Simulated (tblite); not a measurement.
Compound: C4H10FNSi2.
Geometry (GFN2-xTB, Å), atoms numbered from 1 in this order:
```
atom  x, y, z in Å
C1    -2.853    0.587   -0.802
N2    -1.493    0.747   -0.348
Si3   -0.269   -0.436   -0.618
Si4    0.327   -2.191    0.819
C5     1.699   -0.877    0.939
F6     2.840   -0.915    1.680
C7     1.371    0.151    0.146
C8     2.154    1.395   -0.082
H9    -3.315    1.563   -0.958
H10   -3.469    0.021   -0.095
H11   -2.844    0.051   -1.748
H12   -1.450    1.282    0.507
H13   -0.262   -0.593   -2.079
H14    0.837   -3.488    0.361
H15   -0.325   -2.439    2.114
H16    3.023    1.441    0.572
H17    2.491    1.435   -1.118
H18    1.528    2.270    0.093
```

Level: GFN2-xTB in tblite, geometry and Hessian alike; calculated harmonic values, unscaled, isolated species. Against measured fundamentals such values can be off by several per cent, at times by over 20. Modes of hydrogen on silicon can be 10 to 20 % off. One conformer, not necessarily the lowest.

Harmonic wavenumbers (cm⁻¹): 59.9, 79.2, 105.1, 108.5, 147.8, 176.3, 220.5, 262.8, 277.1, 314.9, 347.2, 390.3, 408.1, 439.2, 503.7, 523.0, 530.7, 554.6, 630.5, 683.9, 762.9, 806.8, 820.0, 1012.9, 1024.1, 1062.1, 1098.8, 1108.0, 1156.4, 1195.5, 1357.5, 1394.5, 1423.3, 1473.2, 1480.2, 1492.8, 1503.2, 1623.8, 2157.6, 2174.5, 2205.7, 2907.8, 2975.9, 2989.4, 3005.5, 3012.8, 3032.5, 3434.1.

A = 2164, B = 936.5, C = 707.1 MHz; mass 147.034 u (most abundant isotopes); point group C1, symmetry number 1.

Task: Zero-point energy?

Result: ½Σν̃ = 28228 cm⁻¹ = 80.71 kcal/mol.

Task: Give the ideal-gas entropy at 500 K and 1 bar in the rigid-rotor, harmonic-oscillator model (classical rotation).

Result: Translation 43.46, rotation 31.34, vibration 57.23: S = 132.0 cal/(mol K).

Task: And Cp and H(500 K) − H(0)?

Result: Cp = 59.31 cal/(mol K), of which vibrations give 51.36 (their classical limit is 48 R = 95.4); H(500 K) − H(0) = 18.47 kcal/mol without the zero-point energy, 14.49 from vibrations.

Task: Which modes carry the vibrational entropy at 500 K?

Result: 59.9 cm⁻¹: 5.48; 79.2 cm⁻¹: 4.93; 105.1 cm⁻¹: 4.37; 108.5 cm⁻¹: 4.31; 147.8 cm⁻¹: 3.70; 176.3 cm⁻¹: 3.36 cal/(mol K); the other 42 give 31.08 together.

Task: How do the functions run with temperature in this model?

Result: 
```csv
T (K),S (cal/(mol K)),Cp (cal/(mol K)),H − H(0) (kcal/mol),G − H(0) (kcal/mol),ln q(vib)
100,71.4,21.3,1.38,-5.75,1.74
200,90.1,33.8,4.16,-13.86,4.90
300,105.8,43.8,8.06,-23.68,8.12
800,163.4,74.2,38.69,-92.06,22.39
1000,180.7,80.7,54.21,-126.52,27.25
```

q(vib) and H(0) count from the zero-point level.

Task: Blend soft modes into free rotors: weight 1/[1 + (100 cm⁻¹/ν̃)⁴] for the oscillator and the rest for a rotor with moment μB/(μ + B), μ = h/(8π²ν), B = 10⁻⁴⁴ kg m². What vibrational entropy results?

Result: 53.76 cal/(mol K) in place of 57.23, which changes −T·S at 500 K by +1.74 kcal/mol.

Task: What must be added to the electronic energy to get the Gibbs energy at 500 K and 1 bar?

Result: ZPE + [H(500 K) − H(0)] − T·S = 80.71 + 18.47 − 66.01 = 33.17 kcal/mol.

Hindered rotation and anharmonicity are outside this model. Other conformers, if any are populated, would add a mixing term that is left out. The structure is chiral; the term R ln 2 for an equal mix with its mirror image is left out.
